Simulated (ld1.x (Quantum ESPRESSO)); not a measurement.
**u(r) = r·R(r): atom against pseudo-atom (Sn)**

Columns: radius, all-electron u(r) and pseudo u(r) of the 5s shell (level -10.81 eV) of tin in the configuration [Kr] 4d10 5s2 5p2; LDA (PZ), scalar-relativistic, TM scheme, ld1.x (Quantum ESPRESSO) 7.5.

| r (bohr) | all-electron | pseudo |
| --- | --- | --- |
| 0.095 | -0.1466 | 0.0133 |
| 0.190 | 0.1509 | 0.0272 |
| 0.285 | 0.2126 | 0.0424 |
| 0.380 | 0.0239 | 0.0597 |
| 0.475 | -0.1938 | 0.0797 |
| 0.570 | -0.3265 | 0.1035 |
| 0.665 | -0.3535 | 0.1319 |
| 0.760 | -0.2965 | 0.1657 |
| 0.855 | -0.1865 | 0.2059 |
| 0.950 | -0.0510 | 0.2527 |
| 1.045 | 0.0902 | 0.3061 |
| 1.140 | 0.2247 | 0.3651 |
| 1.235 | 0.3455 | 0.4281 |
| 1.330 | 0.4493 | 0.4922 |
| 1.425 | 0.5350 | 0.5540 |
| 1.520 | 0.6032 | 0.6099 |
| 1.615 | 0.6552 | 0.6569 |
| 1.710 | 0.6927 | 0.6929 |
| 1.805 | 0.7175 | 0.7175 |
| 1.900 | 0.7314 | 0.7314 |
| 1.995 | 0.7361 | 0.7361 |
| 2.090 | 0.7332 | 0.7332 |
| 2.185 | 0.7240 | 0.7240 |
| 2.280 | 0.7099 | 0.7099 |
| 2.375 | 0.6917 | 0.6917 |
| 2.470 | 0.6704 | 0.6704 |

(1) How many radial nodes do the two functions have?

(2) At about which radius was the pseudo-wave matched?

(3) Where does each function peak?

(4) Is the pseudo-wave norm-conserving?

## Answers

(1) The all-electron 5s function has n − l − 1 = 4 (the table is too coarse to show those close to the nucleus); the pseudo-wave has 0, since the states of the same l below it are removed with the core.

(2) 1.90 bohr. The columns agree to 0.0005 from 1.71 bohr on; several derivatives are matched, so the curves merge somewhat inside the radius.

(3) Outermost all-electron maximum near 2.00 bohr, pseudo maximum near 2.00 bohr (to the table’s step).

(4) Yes: the TM scheme keeps the norm inside the radius equal to the all-electron one, which fixes the energy derivative of the logarithmic derivative at the level.
